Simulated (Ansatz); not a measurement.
The same hydrolysis along the group Si, Ge, Sn.

Program: Ansatz. Geometries: PBE0-D4/def2-TZVP. ΔE: electronic, gas phase. CCSD(T)/CBS adds triple-zeta CCSD(T) − MP2 to the extrapolated MP2 energy (def2 sets, frozen cores). This one scheme is used for every species. Elements past krypton have def2 core potentials. For Ge, Se, Sn outer-core shells are correlated without core-valence functions, which leaves a few kJ/mol of doubt a bond. Scalar relativity is left out up to krypton. Each species was taken in one conformer, which may not be the lowest.

| reaction | HF/CBS(def2) (kJ/mol) |
| --- | --- |
| `Cl[SiH2][SeH]` + H₂O → `O[SiH2][SeH]` + HCl | -9 |
| `[Cl][GeH2][SeH]` + H₂O → `[OH][GeH2][SeH]` + HCl | 40 |
| `[Cl][SnH2][SeH]` + H₂O → `[OH][SnH2][SeH]` + HCl | 79 |

(1) Give the CCSD(T)/CBS values in the same order. (Best estimate.)

Largest T1 diagnostic: 0.012, for `[OH][SnH2][SeH]`.

Results:

(1) Computed: 0, 39, 72 kJ/mol.
